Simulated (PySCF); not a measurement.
Species: C5H9NSi.
Geometry (PBE0-D3(BJ)/def2-SVP, Å), atoms numbered from 1 in this order:
```
atom  x, y, z in Å
N1     3.3738    1.2242    1.0458
C2     2.5022    0.8842    0.3598
Si3    1.0746    0.3257   -0.7039
C4     0.4299   -1.3522   -0.1160
C5    -1.0737   -1.0921    0.0876
C6    -1.2673    0.3369    0.6057
C7    -0.4907    1.3028   -0.3048
H8     1.5536    0.4085   -2.1120
H9     0.6376   -2.1866   -0.8017
H10    0.9154   -1.5941    0.8441
H11   -1.5243   -1.8311    0.7692
H12   -1.6003   -1.1971   -0.8777
H13   -0.8705    0.4044    1.6342
H14   -2.3352    0.6017    0.6653
H15   -1.0422    1.4790   -1.2444
H16   -0.3100    2.2854    0.1544
```

Computed with PySCF at PBE0/pcSseg-1 and wB97X-D/def2-SVPD, non-relativistic, on one gas-phase PBE0-D3(BJ)/def2-SVP geometry that isn't relaxed in the solvent. The solvent is an IEF-PCM continuum (Bondi radii, 1.10 Å for H, scaled by 1.2). Only the electrostatic response of the medium enters.

Gas phase at PBE0/pcSseg-1: HOMO -8.62 eV, LUMO -0.37 eV, dipole 4.24 D.

**Question.** What does the continuum do to the energy, the frontier levels and the dipole at PBE0/pcSseg-1 in chloroform?

**Answer.** 
```tsv
solvent	ε	E(solvent) − E(gas) (kJ/mol)	polarisation term (kJ/mol)	distortion of the solute (kJ/mol)	HOMO (eV)	LUMO (eV)	dipole (D)
chloroform	4.711	-16.10	-18.61	2.51	-8.40	-0.40	5.08
```

The polarisation term is half the interaction of the solute with the surface charges that it induces; the rest is the cost of distorting the solute's density. The sum is the electrostatic part of solvation alone.

**Question.** Which radius a makes the point-dipole formula ΔE = −[(ε − 1)/(2ε + 1)]·μ²/a³ give the value in chloroform, with the gas-phase dipole?

**Answer.** μ = 1.670 au and |ΔE| = 0.00613 Eh give a = 2.88 Å; the farthest nucleus lies 3.74 Å from the centroid of the nuclei, so such a sphere wouldn't even hold the nuclei. The formula assumes a rigid point dipole at the centre of a sphere.

**Question.** Give the dipole vector in the frame of the coordinates (D, pointing from negative to positive charge), gas and chloroform.

**Answer.** Gas (-3.65, -1.36, -1.68), solvent (-4.35, -1.63, -2.08). Its length changes by +20 % and its direction by less than 1°.

**Question.** Which Mulliken charges (PBE0/pcSseg-1) respond most in chloroform (means over atoms taken as equivalent)?

**Answer.** 
```json
{"atoms": "N1", "environment": "cyano nitrogen", "gas (e)": "-0.214", "solvent (e)": "-0.272", "change": "-0.058"}
{"atoms": "C2", "environment": "cyano carbon", "gas (e)": "-0.206", "solvent (e)": "-0.183", "change": "+0.023"}
{"atoms": "H9/H15", "environment": "methylene hydrogen", "gas (e)": "+0.154", "solvent (e)": "+0.162", "change": "+0.008"}
{"atoms": "Si3", "environment": "SiH silicon", "gas (e)": "+0.897", "solvent (e)": "+0.904", "change": "+0.007"}
{"atoms": "H12/H14", "environment": "methylene hydrogen", "gas (e)": "+0.130", "solvent (e)": "+0.134", "change": "+0.004"}
{"atoms": "H8", "environment": "Si–H hydrogen", "gas (e)": "-0.050", "solvent (e)": "-0.047", "change": "+0.003"}
{"atoms": "H10/H16", "environment": "methylene hydrogen", "gas (e)": "+0.162", "solvent (e)": "+0.165", "change": "+0.003"}
{"atoms": "C4/C7", "environment": "sp3 carbon bound to silicon", "gas (e)": "-0.552", "solvent (e)": "-0.555", "change": "-0.003"}
```

**Question.** Which Mayer bond orders change most in chloroform?

**Answer.** 
```csv
bond,length (Å),gas,solvent,change
C2–Si3,1.866,0.808,0.790,-0.018
N1–C2,1.160,2.918,2.932,+0.014
C7–Si3,1.888,0.922,0.929,+0.007
Si3–C4,1.891,0.932,0.939,+0.007
C4–H10,1.103,0.933,0.930,-0.003
C7–H15,1.104,0.938,0.935,-0.003
C5–C6,1.532,1.023,1.025,+0.002
C4–H9,1.100,0.947,0.945,-0.002
```

Gas phase at wB97X-D/def2-SVPD: HOMO -10.44 eV, LUMO 1.31 eV, dipole 4.36 D.

**Question.** What does the continuum do to the energy, the frontier levels and the dipole at wB97X-D/def2-SVPD in chloroform?

**Answer.** 
```csv
solvent,ε,E(solvent) − E(gas) (kJ/mol),polarisation term (kJ/mol),distortion of the solute (kJ/mol),HOMO (eV),LUMO (eV),dipole (D)
chloroform,4.711,-16.61,-19.27,2.66,-10.21,1.28,5.25
```

**Question.** How does the static polarisability (wB97X-D/def2-SVPD, frozen core, with the continuum's full static response) change?

**Answer.** 
```tsv
medium	isotropic (au)	principal values (au)	⟨r²⟩ of the electrons (bohr²)
gas	84.7	76.4, 78.1, 99.6	985.1
chloroform	105.5	96.5, 97.4, 122.7	986.4
```

The isotropic value in chloroform is 1.25 times the gas-phase one; no cavity-field correction is applied. ⟨r²⟩ is taken about the centre of nuclear charge.

wB97X-D is run here without its empirical dispersion term; that term would change no orbital, density or response property at a fixed geometry.
